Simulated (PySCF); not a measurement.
Energy of Tm (thulium, neutral) between two integer charges

The 6s beta orbital of [Xe] 4f13 6s2 is emptied in steps (occupation f), with all orbitals relaxed, ending at [Xe] 4f13 6s1. All numbers are calculated (PySCF 2.14, scalar relativity through the core potential, in def2-SVP with the def2 core potential (28 electrons) (10s7p4d3f1g, 81 functions)). The exact energy is a straight line in f; departures are measured from the line between the end points of the same method.

```
   f  UHF (eV)
   1     0.000
0.75     0.034
 0.5     0.041
0.25     0.029
   0     0.000
```

```tsv
method	E(f=0) − E(f=1) (eV)	−ε at f=1 (eV)	−ε at f=0.5 (eV)
UHF	5.014	5.212	5.000
```

Orbital energy along the path (eV):

| f | UHF |
| --- | --- |
| 1 | -5.212 |
| 0.75 | -5.092 |
| 0.5 | -5.000 |
| 0.25 | -4.929 |
| 0 | -4.873 |

Reference removal energy between the ground levels: 6.184 eV (measured; NIST Atomic Spectra Database, ionization energies). The calculation has no spin-orbit coupling. UHF lacks correlation.
